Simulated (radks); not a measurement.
All-electron atom: Tb9+ in [Kr] 4d10 4f6 5s2 5p2 (the NIST ground configuration).

Calculated with a radial shooting solver on a logarithmic mesh with Libxc functionals: scalar-relativistic Kohn-Sham, BLYP, spin-polarised, spherical densities, finite nucleus; open shells are filled with parallel spins first (spin-orbit coupling, left out, can overturn this in heavy ions); Fermi nuclear charge, rms radius 5.06 fm.

Energy parts (hartree):
part                       energy
total                 -11686.5766
kinetic                12578.7913
electron-nucleus      -28238.3219
Hartree                 4224.5487
exchange-correlation    -251.5948

Orbitals (lengths in bohr, moments of r in powers of bohr; <r^-3> diverges for s and p1/2):
| orbital | occ. | eigenvalue (hartree) | <r^-3> | <r^2> | <r^4> |
|---|---|---|---|---|---|
| 1s up | 1 | -1911.507 | - | 0.0006316 | 1.063e-06 |
| 1s down | 1 | -1911.499 | - | 0.0006316 | 1.063e-06 |
| 2s up | 1 | -321.6890 | - | 0.009889 | 0.0001682 |
| 2s down | 1 | -321.6825 | - | 0.009889 | 0.0001681 |
| 2p up | 3 | -286.5319 | 12100 | 0.007986 | 0.0001261 |
| 2p down | 3 | -286.5236 | 12100 | 0.007986 | 0.0001261 |
| 3s up | 1 | -75.90952 | - | 0.06553 | 0.006475 |
| 3s down | 1 | -75.79799 | - | 0.06541 | 0.006450 |
| 3p up | 3 | -65.06490 | 2554 | 0.06575 | 0.006799 |
| 3p down | 3 | -64.95306 | 2560 | 0.06560 | 0.006766 |
| 3d up | 5 | -50.90944 | 343.2 | 0.05514 | 0.005405 |
| 3d down | 5 | -50.82213 | 344.1 | 0.05497 | 0.005366 |
| 4s up | 1 | -19.65042 | - | 0.3267 | 0.1544 |
| 4s down | 1 | -19.40447 | - | 0.3269 | 0.1546 |
| 4p up | 3 | -16.05084 | 583.4 | 0.3669 | 0.1996 |
| 4p down | 3 | -15.80863 | 581.4 | 0.3672 | 0.1999 |
| 4d up | 5 | -11.10109 | 66.77 | 0.4308 | 0.2948 |
| 4d down | 5 | -10.86130 | 66.49 | 0.4315 | 0.2962 |
| 5s up | 1 | -6.64792 | - | 1.536 | 3.280 |
| 5s down | 1 | -6.44668 | - | 1.563 | 3.416 |
| 4f up | 6 | -5.63905 | 10.77 | 0.6034 | 0.7145 |
| 5p up | 2 | -5.57803 | 121.4 | 1.851 | 4.799 |
| 4f down | 0 | -5.39756 | 10.71 | 0.6135 | 0.7486 |
| 5p down | 0 | -5.39463 | 117.2 | 1.901 | 5.096 |
| 5d up | 0 | -4.12074 | 12.39 | 2.563 | 9.372 |
| 5d down | 0 | -3.97686 | 11.56 | 2.691 | 10.36 |
| 6s up | 0 | -3.28997 | - | 5.280 | 37.29 |
| 6s down | 0 | -3.24007 | - | 5.437 | 39.43 |

The highest occupied level is 5p up at -151.79 eV. The density falls to 0.001 e/bohr^3 at r = 2.52 bohr. Spin moment in Bohr magnetons: 8. The spin density at the nucleus is -5.77 e/bohr^3 (1s -1.62, 2s -0.82, 3s -17.94, 4s 5.62, 5s 9.00).
